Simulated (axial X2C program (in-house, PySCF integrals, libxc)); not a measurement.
## Correcting the dissociation energy of BBr⁺ for spin–orbit coupling

A spin-free CCSD(T) curve (one-electron X2C) was computed with an axial X2C code built on PySCF integrals, basis Br dyall-cv3z [8s9p6d4f1g], B dyall-v3z [7s6p2d1f] (cores contracted in-house), for the state M_S = 1/2, Λ = 0 (beyond evenly filled blocks: σα). It gives D0 = 2.953 eV to Br + B+, which in a spin-free picture are the weighted means of the ground terms.

Correlated methods: 9 electrons correlated (number of frozen shells: Br 3 s, 2 p, 1 d; B 1 s), 191 virtual spin orbitals or spinors in MP2, 90 natural virtuals in coupled cluster.

Measured levels of the ground terms (NIST Handbook of Basic Atomic Spectroscopic Data), in cm⁻¹: Br 2P: J = 3/2 at 0, J = 1/2 at 3685.2; B+ 1S: J = 0 at 0.

The molecular state has Λ = 0, so it has no first-order lowering.

(1) How far does each ground level lie under the (2J+1)-weighted mean of its term?

(2) Correct D0.

Second-order spin–orbit effects in the molecule, which grow quickly with Z, are left out. The state is a single determinant with fixed occupations, the lowest that a limited PBE0 search found. Dissociation energies refer to the lowest single-determinant-based atoms at the same level and basis. CCSD and (T) use frozen natural virtuals with an MP2 correction for the truncation; (T) itself is uncorrected, so its De runs slightly low.

Results:

(1) Br: (4 × 0 + 2 × 3685.2)/6 = 1228 cm⁻¹; B+: a single level, 0.

(2) D0 = 2.953 + (0 − 1228)/8065.5 = 2.801 eV at CCSD(T) with these spin–orbit terms. The direct two-component run gives 2.815 eV; the difference holds second-order terms in the molecule, scalar two-electron terms, the gap between measured and computed atomic splittings (a 2c atom can miss part of its lowering) and, in coupled cluster, the truncation of each run.
